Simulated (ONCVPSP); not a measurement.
# What the settings do to the ONCV potential of Ge

Base potential:

ONCVPSP 4.0.1 input, shortened (lines: element, Z, core and valence counts, functional; n l f; lmax; l rc ep ncon nbas qcut; lloc lpopt rc5 dvloc0; l nproj debl; icmod fcfact rcfact), Wu-Cohen, scalar-relativistic:

```
  Ge 32.00    4    4  -118130      upf
    1    0    2.00
    2    0    2.00
    2    1    6.00
    3    0    2.00
    3    1    6.00
    3    2   10.00
    4    0    2.00
    4    1    2.00
    2
    0    1.80    0.00    4    7    3.00
    1    1.15    0.00    4    7   14.40
    2    0.65    0.00    3    7   16.10
    4    4    0.50    0.00
    0    3    4.00
    1    2    0.70
    2    2    2.60
    3    3.75    1.20
```

All-electron outer shells of the reference configuration (Wu-Cohen, scalar-relativistic, ld1.x):

| shell | level (eV) | outermost node (bohr) | outermost maximum (bohr) |
| --- | --- | --- | --- |
| 2p | -1198.77 | – | 0.14 |
| 3s | -168.19 | 0.26 | 0.54 |
| 3p | -115.48 | 0.23 | 0.54 |
| 3d | -29.30 | – | 0.50 |
| 4s | -11.77 | 0.77 | 1.73 |
| 4p | -3.89 | 0.82 | 2.22 |

Cutoffs, loose and tight: the cutoffs (Ha) at which the residual kinetic energy of the hardest occupied pseudo-wave falls to 1 and 0.1 mHa per electron. They do not see the model core or the augmentation charge, which bear on the density cutoff. Test errors are all-electron minus pseudo excitation energies from the reference, over the configurations 3p6 3d10 4s2 4p1; 3p6 3d10 4s2 4p0; 3p6 3d10 4s1 4p0; 3p6 3d10 4s0 4p4. A dash means not determined; rows that change the core or the reference have their own tests.

A true bound ghost makes a file unfit for plane-wave use even where its test errors are small: the radial tests pick states by their node count and pass the ghost by.

| change | outcome | cutoff, loose | cutoff, tight | bound ghosts | GHOST(+) flags above zero | largest test error (meV) |
| --- | --- | --- | --- | --- | --- | --- |
| base | generated | 415 Ha | 761 Ha | s | none | -31 |
| d: qcut 10.4 | generated | – | – | s | d | -31 |
| d: qcut 12.8 | generated | – | – | s | d | -31 |
| d: qcut 14.7 | generated | – | – | s | none | -31 |
| d: qcut 16.4 | generated | 386 Ha | 658 Ha | s | none | -31 |
| d: qcut 19.8 | generated | 173 Ha | 199 Ha | s | none | -31 |
| d: qcut 21.9 | generated | 193 Ha | 217 Ha | s | none | -31 |
| d: qcut 23.4 | generated | 208 Ha | 234 Ha | s | none | -31 |

Reading the sweep of the qcut of the d channel (base included, trends over the rows without a ghost): Bound ghosts are found at 10.4, 12.8, 14.7, 16.1, 16.4, 19.8, 21.9, 23.4 1/bohr. Every judged row has one, so this setting neither creates nor removes them.
